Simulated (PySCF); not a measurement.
Gas-phase reaction: 4 Zn + 4 H + C4H8 (cyclic) → 4 ZnCH3

Energies from PySCF, thermal terms from the rigid-rotor harmonic-oscillator model, ideal gas at 1 bar. † marks an energy on the PBE0/def2-TZVP geometry and frequencies; other levels use their own. MP2 freezes the core. 6-31G* has spherical d functions here. Open shells (unrestricted): H (multiplicity 2), ZnCH3 (multiplicity 2); the rest are closed-shell singlets. B3LYP is the form with VWN-RPA correlation. Zn: all electrons, no relativistic terms. ZnCH3: computed as isolated molecules; such fragments, hydroxides, amides, oligomers or adducts are transient or little studied in the gas. MP2 isn't extrapolated to the basis-set limit; its ΔH°(298 K) is -534.1 kJ in def2-SVP and -575.9 kJ in def2-TZVPP. The harmonic model lacks anharmonicity and excited electronic states, which grow with temperature; levels with a mode under 35 cm⁻¹ are left out.

```csv
level,"ΔE electronic, kJ","ΔH°(298 K), kJ","ΔS°(298 K), J/K","ΔG°(800 K), kJ"
B3LYP/6-31G*,-837,-784,-354,-490
HF/def2-TZVP†,-508,-457,-348,-169
M06-2X/def2-TZVP†,-642,-592,-348,-303
MP2/def2-SVP†,-584,-534,-348,-245
MP2/def2-TZVPP†,-626,-576,-348,-287
PBE/def2-SVP,-640,-591,-347,-303
PBE0/def2-SVP†,-635,-585,-348,-296
r2SCAN/def2-TZVP†,-714,-664,-348,-375
ωB97X-V/def2-TZVP†,-639,-589,-348,-300
```
ΔH° is lowest at B3LYP/6-31G* and highest at HF/def2-TZVP†. No reference value is set beside these.
